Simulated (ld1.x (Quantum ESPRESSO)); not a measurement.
## What one change does to a pseudopotential (Cs (Z = 55), TM semilocal)

ld1.x (Quantum ESPRESSO) 7.5 input, shortened:

```
&input
   title='Cs', zed=55., rel=1, dft='PBESOL', iswitch=3,
   config='[Xe] 5d0 6s0 6p0'
 /
 &inputp
   pseudotype=1, tm=.true., lloc=1,
   nlcc=.true., new_core_ps=.true., rcore=1.15
 /
3
6S  1  0   0.00   0.00  3.45  3.45  0.0
5D  3  2   0.00   0.00  3.45  3.45  0.0
5P  2  1   6.00   0.00  2.45  2.45  0.0
 &test
   configts(1)='5p6 5d0 6s0 6p0'
 /
```

Change: wave 6s (bound): rc 3.45 bohr becomes 6s (bound): rc 4.90 bohr.

Cutoffs: the cutoffs (Ry, on a coarse ladder) from which the occupation-weighted sum of valence levels, in a spherical-Bessel basis at the reference potential, stays within 10 and 1 mRy of its value at 400 Ry; they do not see the model core or the augmentation charge, which bear on the density cutoff. Errors are all-electron minus pseudo energies relative to the spin-unpolarised reference configuration.

Predict the effect on cutoff, ghosts and configuration errors.

The potential gets neither clearly harder nor softer (18 Ry and 35 Ry → 18 Ry and 35 Ry); of the 5 tests that both files solve, the error grows in 1 and shrinks in 3 by more than 15 % and 0.3 meV (median size 1.9 → 1.5 meV); neither file shows a bound ghost at the reference potential, the only one tested. A semilocal file is local in each channel, so a ghost entry of none says nothing of the separable form that plane-wave codes build from it.

```csv
quantity,base,changed
"cutoff, loose",18 Ry,18 Ry
"cutoff, tight",35 Ry,35 Ry
bound ghosts,none,none
"tests counted (converged, no solver errors)",5 of 6,5 of 6
"error for 5p6 5d0 6s1 6p0, meV [ΔE -3.79 eV]",+4.4,+2.2
"error for 5p6 5d0 6s0.5 6p0, meV [ΔE -2.33 eV]",+0.7,-0.2
"error for 5p6 5d0.5 6s0.5 6p0, meV [ΔE -2.95 eV]",+1.9,+0.9
"error for 5p5 5d0 6s1 6p0, meV [ΔE 14.10 eV]",-83,-116
"error for 5p6 5d1 6s0 6p0, meV [ΔE -2.13 eV]",-1.5,-1.5
```

Base: Tests not counted: 5p6 5d0 6s0 6p1 (solver errors, printed error -1.2 eV). Changed file: Tests not counted: 5p6 5d0 6s0 6p1 (solver errors, printed error -1.2 eV).
